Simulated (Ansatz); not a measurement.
Start from `OC=C(F)F` and change one atom or group to get `FC(F)=[CH][AlH2]`.

Ansatz, PBE0-D4/def2-TZVP geometries, multiplicity 1. Each molecule was computed in one conformer, which needn't be the lowest.

```csv
property,`OC=C(F)F`
LUMO energy (PBE/def2-TZVPP) / eV,-0.28
"ideal-gas entropy at 298 K and 1 bar (rigid rotor, harmonic PBE0-D4/def2-TZVP) / J/(mol·K)",300
HOMO energy (ωB97M-V/def2-TZVPP) / eV,-9.10
HOMO–LUMO gap (PBE0/def2-TZVPP) / eV,7.47
HOMO energy (PBE/def2-TZVPP) / eV,-5.45
HOMO energy (PBE0/def2-TZVPP) / eV,-6.83
```

Q: Give the same properties after the change, and the shifts. (Estimate.)

A: The calculation gave: 
```
                                                                                  property  `FC(F)=[CH][AlH2]`  shift
                                                         LUMO energy (PBE/def2-TZVPP) / eV               -2.51  -2.23
ideal-gas entropy at 298 K and 1 bar (rigid rotor, harmonic PBE0-D4/def2-TZVP) / J/(mol·K)                 327     27
                                                     HOMO energy (ωB97M-V/def2-TZVPP) / eV              -10.18  -1.08
                                                      HOMO–LUMO gap (PBE0/def2-TZVPP) / eV                6.21  -1.26
                                                         HOMO energy (PBE/def2-TZVPP) / eV               -6.73  -1.28
                                                        HOMO energy (PBE0/def2-TZVPP) / eV               -7.96  -1.13
```

With PBE0 the HOMO falls by 1.13 eV and the LUMO falls by 2.38 eV, so the gap narrows by about 1.25 eV. PBE moves the HOMO by -1.28 eV and ωB97M-V by -1.08 eV. The zero-point energy changes by -3.2 kJ/mol with +3 modes.
